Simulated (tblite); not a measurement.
Compound: C₁₂H₄S₄.
Geometry (GFN2-xTB, Å), atoms numbered from 1 in this order:
```xyz
20
C12H4S4 angstrom
C      0.1339    2.3217   -2.0951
C     -0.5291    1.9745   -1.1557
C     -1.3182    1.5834   -0.0569
C     -2.3935    2.3007    0.3853
S     -3.1910    1.6046    1.7506
C     -2.0552    0.3086    1.7406
S     -1.8909   -1.0843    2.7616
C     -0.5134   -1.5476    1.8111
S      0.5319   -2.9266    1.9610
C      1.4175   -2.3327    0.5930
S      2.7970   -2.9411   -0.2361
C      2.7298   -1.5862   -1.3178
C      1.7159   -0.7281   -1.0562
C      0.9392   -1.1454    0.0536
C     -0.1995   -0.6835    0.7721
C     -1.1085    0.4103    0.7312
H      0.7178    2.6184   -2.9147
H     -2.7690    3.2180   -0.0235
H      3.4677   -1.5203   -2.0925
H      1.5124    0.1665   -1.6147
```

Structure optimised with GFN2-xTB, isolated species.

Masses are those of the commonest isotopes; rigid-rotor values at the optimised geometry. 

Problem. Give the principal moments of inertia and the rotational constants in MHz.

Solution. Ia = 811.50, Ib = 1716.52, Ic = 2528.02 u·Å²; 505379 MHz·u·Å²/I gives A = 622.8, B = 294.4, C = 199.9 MHz.

Problem. What kind of rotor is it?

Solution. An asymmetric top. Ray's parameter κ = (2B − A − C)/(A − C) = -0.553; −1 is the prolate and +1 the oblate limit.

Problem. Is it planar, by Δ = Ic − Ia − Ib?

Solution. Planar: Δ = Ic − Ia − Ib = 0.00 u·Å². For a rigid frame Δ = −2 Σ m c², so it vanishes when all atoms lie in the ab plane; here none is more than 0.01 Å from it.

Its GFN2-xTB frequencies are all real (lowest 49 cm⁻¹). Zero-point vibration and centrifugal distortion are left out.

The numbers are calculated, not measured.
